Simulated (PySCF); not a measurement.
C2H6ClFSi2, SMILES [SiH2]1[Si@H]([C@@H](F)C1)Cl.

Geometry: B3LYP-D3(BJ)/def2-SVP. The structure was generated by enumeration; whether it is a known compound was not checked.

Method: PBE/def2-TZVP in PySCF.

```json
{
 "total_energy": "-1218.29170 hartree",
 "highest_occupied_level": "-6.41 eV",
 "lowest_empty_level": "-1.70 eV",
 "orbital_gap": "4.71 eV",
 "dipole_moment": "2.27 D",
 "quadrupole, principal values (traceless, Buckingham form, about the centre of nuclear charge)": "-5.32, 0.94, 4.39 D·Å",
 "mean_static_polarisability": "92.0 bohr³ (13.63 Å³)",
 "polarisability_principal_values": "82.5, 87.3, 106.0 bohr³"
}
```
